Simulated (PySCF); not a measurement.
ammonium (H4N+), SMILES [NH4+], charge +1.

The structure is a stationary point at r2SCAN-D4/def2-TZVPD.

All values below come from TDA-LC-ωPBE/def2-TZVPD (PySCF).

Vertical excitations; the highest root listed may be one member of a degenerate set. Gas-phase values at a fixed geometry. State labels are in the subgroup D2.

```
state  symmetry  energy (eV)  λ (nm)      f                                                                   main pairs
-----  --------  -----------  ------  -----  ---------------------------------------------------------------------------
S1           B3        15.43      80  0.163                                                   HOMO→LUMO (degenerate set)
S2           B1        15.43      80  0.163                                                 HOMO−2→LUMO (degenerate set)
S3           B2        15.43      80  0.163                                                 HOMO−1→LUMO (degenerate set)
S4           B2        17.31      72  0.000      HOMO→LUMO+1, HOMO−2→LUMO+3, HOMO→LUMO+4, HOMO−2→LUMO+6 (degenerate set)
S5           B3        17.31      72  0.000  HOMO−2→LUMO+2, HOMO−1→LUMO+1, HOMO−1→LUMO+4, HOMO−2→LUMO+5 (degenerate set)
S6           B1        17.31      72  0.000      HOMO→LUMO+2, HOMO−1→LUMO+3, HOMO→LUMO+5, HOMO−1→LUMO+6 (degenerate set)
S7            A        17.54      71  0.000                 HOMO−2→LUMO+1, HOMO−1→LUMO+2, HOMO−2→LUMO+4 (degenerate set)
S8            A        17.54      71  0.000                     HOMO→LUMO+3, HOMO−1→LUMO+2, HOMO→LUMO+6 (degenerate set)
S9           B1        17.76      70  0.155                                  HOMO−1→LUMO+3, HOMO→LUMO+2 (degenerate set)
S10          B2        17.76      70  0.155                                  HOMO−2→LUMO+3, HOMO→LUMO+1 (degenerate set)
T1           B3        14.37      86      0                                                   HOMO→LUMO (degenerate set)
T2           B1        14.37      86      0                                                 HOMO−2→LUMO (degenerate set)
T3           B2        14.37      86      0                                                 HOMO−1→LUMO (degenerate set)
T4            A        15.13      82      0  HOMO→LUMO+3 23 %, HOMO−2→LUMO+1 23 %, HOMO−1→LUMO+2 23 %, HOMO−1→LUMO+5 6 %
```
Triplets are in the Tamm–Dancoff approximation.
